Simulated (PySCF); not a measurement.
This script is equivalent to a calculation on S⁻ (sulfur, charge -1).

```python
from pyscf import gto, scf, dft, mp, cc
import basis_set_exchange as bse
mol = gto.M(atom="S 0 0 0", charge=-1, spin=1, symmetry="D2h",
            basis=gto.basis.parse(bse.get_basis("dyall-av2z", elements=["S"], fmt="nwchem")))
mf = dft.UKS(mol, xc="BHANDHLYP")
mf.irrep_nelec = {'Ag': (3, 3), 'B1u': (2, 2), 'B2u': (2, 2), 'B3u': (2, 1)}
mf.kernel()
```

Question: What total energy does it give?

Answer: -398.192 hartree (calculated).

Question: Which occupied shell lies highest, and where?

Answer: 3p β, at -0.804 eV.

Question: What is ⟨S²⟩, and what would a pure spin state give?

Answer: 0.755, against 0.75.
